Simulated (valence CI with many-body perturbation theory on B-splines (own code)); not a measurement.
**E1 line list for Tm⁵⁵⁺**

Calculated by configuration interaction combined with many-body perturbation theory (CI+MBPT): four valence electrons over a frozen Dirac-Fock core [Ne], radial functions for each j: 11 s, 11 p, 9 d, 7 f, 5 g, 2 h, 1 i, with the one-electron correlation potential Σ1 (screened to all orders), the two-electron term Σ2, the three-electron term Σ3, Breit, model QED; selected single and double excitations, second order for the rest (own B-spline code, finite nucleus).

No measured spectrum was set against this ion. As an estimate, large intervals hold to a few tenths of a per cent, small ones and those within an open d or f shell to about a per cent.

Lines 151 to 200 of 230 in falling wavelength, among levels below 73.247 Ry, chosen from the strongest by gf and those to the six lowest levels. Wavelengths and rates use the calculated energies. Electric multipoles are in the length gauge, E1 and E2 with the static RPA response of the core. Weak lines are less certain than strong ones. Lines between different terms over intervals too small for the method are left out, as are lines whose strength nearly cancels. Where a level lies close to another of its J and parity, the split of strength between their lines is uncertain. The highest levels of a list are the least certain.

Levels are named by their leading jj configuration (3d3/2^4 stands for four electrons in 3d with j = 3/2), which in mixed levels can hold well under half, so a name can repeat and another be missing. Letters in brackets count levels of one name in rising energy.

| λ vac (nm) | Upper | Lower | A (s⁻¹) | S (a.u.) |
| --- | --- | --- | --- | --- |
| 2.816 | (3s 3p1/2 3p3/2 3d3/2) J=3 [a] | (3s 3p1/2^2 3p3/2) J=2 | 2.74e+10 | 2.11e-03 |
| 2.810 | (3s 3p1/2 3p3/2 3d5/2) J=2 [d] | (3s^2 3p1/2 3d5/2) J=3 | 1.08e+12 | 5.93e-02 |
| 2.804 | (3s 3p1/2 3p3/2 3d5/2) J=2 [d] | (3s^2 3p1/2 3d5/2) J=2 | 2.97e+11 | 1.62e-02 |
| 2.804 | (3s 3p1/2 3p3/2^2) J=1 [b] | (3s^2 3p1/2 3p3/2) J=1 | 5.05e+11 | 1.65e-02 |
| 2.802 | (3s 3p1/2 3p3/2 3d3/2) J=2 [c] | (3s 3p1/2^2 3p3/2) J=1 | 4.95e+10 | 2.69e-03 |
| 2.801 | (3s 3p1/2 3p3/2 3d3/2) J=2 [b] | (3s 3p1/2^2 3p3/2) J=2 | 2.67e+11 | 1.45e-02 |
| 2.770 | (3s 3p3/2^3) J=1 | (3s^2 3p3/2^2) J=2 | 2.01e+12 | 6.31e-02 |
| 2.741 | (3s 3p1/2 3p3/2 3d3/2) J=1 [b] | (3s 3p1/2^2 3p3/2) J=1 | 4.45e+10 | 1.36e-03 |
| 2.735 | (3s 3p1/2 3p3/2 3d3/2) J=2 [d] | (3s 3p1/2^2 3p3/2) J=1 | 3.93e+10 | 1.98e-03 |
| 2.732 | (3s 3p1/2 3p3/2 3d3/2) J=1 [d] | (3s^2 3p1/2 3d3/2) J=2 | 1.23e+11 | 3.71e-03 |
| 2.706 | (3s 3p1/2 3p3/2 3d3/2) J=2 [e] | (3s^2 3p1/2 3d3/2) J=2 | 4.98e+11 | 2.44e-02 |
| 2.703 | (3s 3p1/2 3p3/2 3d3/2) J=1 [c] | (3s 3p1/2^2 3p3/2) J=1 | 8.94e+10 | 2.62e-03 |
| 2.696 | (3s 3p1/2 3p3/2 3d5/2) J=2 [a] | (3s^2 3p1/2 3d3/2) J=2 | 1.08e+11 | 5.22e-03 |
| 2.668 | (3s^2 3d3/2^2) J=2 | (3s^2 3p1/2 3d3/2) J=1 | 2.32e+12 | 1.09e-01 |
| 2.647 | (3s 3p1/2 3p3/2 3d3/2) J=2 [c] | (3s 3p1/2^2 3p3/2) J=2 | 2.02e+11 | 9.25e-03 |
| 2.643 | (3s 3p1/2 3p3/2 3d5/2) J=3 [a] | (3s^2 3p1/2 3d3/2) J=2 | 9.06e+08 | 5.78e-05 |
| 2.617 | (3s 3p1/2 3p3/2 3d3/2) J=3 [b] | (3s 3p1/2^2 3p3/2) J=2 | 1.26e+12 | 7.78e-02 |
| 2.615 | (3s^2 3p3/2 3d3/2) J=3 | (3s^2 3p1/2 3p3/2) J=2 | 1.37e+12 | 8.48e-02 |
| 2.600 | (3s^2 3p3/2 3d3/2) J=2 | (3s^2 3p1/2 3p3/2) J=2 | 1.95e+12 | 8.44e-02 |
| 2.596 | (3s^2 3p3/2 3d3/2) J=1 | (3s^2 3p1/2 3p3/2) J=2 | 2.19e+11 | 5.68e-03 |
| 2.592 | (3s 3p1/2 3p3/2 3d3/2) J=1 [b] | (3s 3p1/2^2 3p3/2) J=2 | 1.39e+12 | 3.57e-02 |
| 2.591 | (3s 3p1/2 3p3/2 3d5/2) J=3 [b] | (3s^2 3p1/2 3d3/2) J=2 | 2.65e+09 | 1.59e-04 |
| 2.589 | (3s 3p1/2 3p3/2 3d3/2) J=1 [d] | (3s 3p1/2^2 3p3/2) J=1 | 2.06e+12 | 5.28e-02 |
| 2.589 | (3s 3p1/2 3p3/2 3d5/2) J=1 [a] | (3s^2 3p1/2 3d3/2) J=2 | 1.70e+10 | 4.37e-04 |
| 2.587 | (3s 3p1/2 3p3/2 3d3/2) J=2 [d] | (3s 3p1/2^2 3p3/2) J=2 | 1.75e+12 | 7.49e-02 |
| 2.567 | (3s 3p1/2 3p3/2 3d3/2) J=3 [c] | (3s 3p1/2^2 3p3/2) J=2 | 5.57e+10 | 3.25e-03 |
| 2.566 | (3s 3p1/2 3p3/2 3d5/2) J=2 [b] | (3s^2 3p1/2 3d3/2) J=2 | 2.07e+10 | 8.66e-04 |
| 2.566 | (3s 3p1/2 3p3/2 3d3/2) J=2 [e] | (3s 3p1/2^2 3p3/2) J=1 | 6.95e+11 | 2.90e-02 |
| 2.560 | (3s 3p1/2 3p3/2 3d3/2) J=0 [b] | (3s 3p1/2^2 3p3/2) J=1 | 1.36e+12 | 1.12e-02 |
| 2.558 | (3s 3p1/2 3p3/2 3d3/2) J=1 [c] | (3s 3p1/2^2 3p3/2) J=2 | 6.74e+10 | 1.67e-03 |
| 2.557 | (3s 3p1/2 3p3/2 3d5/2) J=2 [a] | (3s 3p1/2^2 3p3/2) J=1 | 1.67e+11 | 6.89e-03 |
| 2.554 | (3s^2 3p3/2 3d3/2) J=2 | (3s^2 3p1/2 3p3/2) J=1 | 8.56e+11 | 3.52e-02 |
| 2.550 | (3s^2 3p3/2 3d3/2) J=1 | (3s^2 3p1/2 3p3/2) J=1 | 2.01e+12 | 4.93e-02 |
| 2.546 | (3s^2 3d3/2^2) J=0 | (3s^2 3p1/2 3d3/2) J=1 | 4.48e+12 | 3.65e-02 |
| 2.544 | (3s^2 3p3/2 3d3/2) J=0 | (3s^2 3p1/2 3p3/2) J=1 | 1.91e+12 | 1.55e-02 |
| 2.543 | (3s^2 3p1/2 3d3/2) J=1 | (3s^2 3p1/2^2) J=0 | 2.69e+12 | 6.55e-02 |
| 2.519 | (3s 3p1/2 3p3/2 3d5/2) J=3 [c] | (3s^2 3p1/2 3d3/2) J=2 | 5.58e+08 | 3.08e-05 |
| 2.494 | (3s 3p1/2 3p3/2 3d5/2) J=1 [b] | (3s^2 3p1/2 3d3/2) J=2 | 7.09e+08 | 1.63e-05 |
| 2.461 | (3s^2 3d3/2^2) J=2 | (3s^2 3p1/2 3d3/2) J=2 | 1.45e+12 | 5.35e-02 |
| 2.460 | (3s 3p1/2 3p3/2 3d5/2) J=1 [a] | (3s 3p1/2^2 3p3/2) J=1 | 4.21e+11 | 9.28e-03 |
| 2.456 | (3s 3p1/2 3p3/2 3d3/2) J=1 [d] | (3s 3p1/2^2 3p3/2) J=2 | 4.43e+09 | 9.71e-05 |
| 2.440 | (3s 3p1/2 3p3/2 3d5/2) J=2 [b] | (3s 3p1/2^2 3p3/2) J=1 | 6.88e+10 | 2.47e-03 |
| 2.440 | (3s 3p1/2 3p3/2 3d5/2) J=1 [c] | (3s^2 3p1/2 3d3/2) J=2 | 2.05e+09 | 4.41e-05 |
| 2.435 | (3s 3p1/2 3p3/2 3d3/2) J=2 [e] | (3s 3p1/2^2 3p3/2) J=2 | 5.50e+10 | 1.96e-03 |
| 2.433 | (3s 3p1/2 3p3/2 3d5/2) J=3 [d] | (3s^2 3p1/2 3d3/2) J=2 | 6.96e+07 | 3.46e-06 |
| 2.427 | (3s 3p1/2 3p3/2 3d5/2) J=2 [a] | (3s 3p1/2^2 3p3/2) J=2 | 1.23e+11 | 4.35e-03 |
| 2.426 | (3s 3p1/2 3p3/2 3d5/2) J=2 [c] | (3s^2 3p1/2 3d3/2) J=2 | 4.21e+10 | 1.48e-03 |
| 2.394 | (3s 3p1/2 3p3/2 3d5/2) J=2 [d] | (3s^2 3p1/2 3d3/2) J=2 | 6.19e+09 | 2.10e-04 |
| 2.391 | (3s^2 3p3/2 3d5/2) J=2 | (3s^2 3p1/2 3p3/2) J=2 | 1.06e+10 | 3.58e-04 |
| 2.384 | (3s 3p1/2 3p3/2 3d5/2) J=3 [a] | (3s 3p1/2^2 3p3/2) J=2 | 8.36e+10 | 3.91e-03 |
